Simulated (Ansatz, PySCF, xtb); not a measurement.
Dissociation curve of LiNa, singlet.

- GFN1-xTB (xtb)
- UKS-B3LYP/LANL2DZ = unrestricted B3LYP/LANL2DZ, with its core potentials past Ne run with PySCF
- UHF/cc-pVQZ (Ansatz, an electronic-structure program)
- FCI = full CI/cc-pVQZ, frozen core (Ansatz)

Energies relative to the lowest point of each curve near equilibrium, in kJ/mol:

```csv
R / Å,GFN1-xTB,UKS-B3LYP/LANL2DZ,UHF
2.35,7.7,35.8,39.1
2.52,0.0,18.1,22.0
2.62,0.0,10.9,15.3
2.74,2.7,5.0,9.7
2.78,4.1,3.6,7.9
2.93,10.8,0.4,3.2
2.98,13.5,0.0,2.2
4.37,125.3,41.0,7.6
5.81,284.3,62.1,12.0
6.45,347.9,64.5,12.4
7.24,406.2,65.7,12.5
8.87,454.1,66.2,12.6
```

### Question
Predict the corresponding FCI column.

### Answer
2.35: 31.3; 2.52: 14.4; 2.62: 7.9; 2.74: 3.0; 2.78: 1.9; 2.93: 0.0; 2.98: 0.0; 4.37: 46.9; 5.81: 76.6; 6.45: 80.3; 7.24: 82.1; 8.87: 83.0 (kJ/mol).

The unrestricted determinant behind UKS-B3LYP/LANL2DZ is spin-contaminated at 3.94 to 8.87 Å (<S²> up to 1.0, against 0.00 for a pure singlet). The unrestricted determinant behind UHF is spin-contaminated at 2.35 to 8.87 Å (<S²> up to 1.0, against 0.00 for a pure singlet).
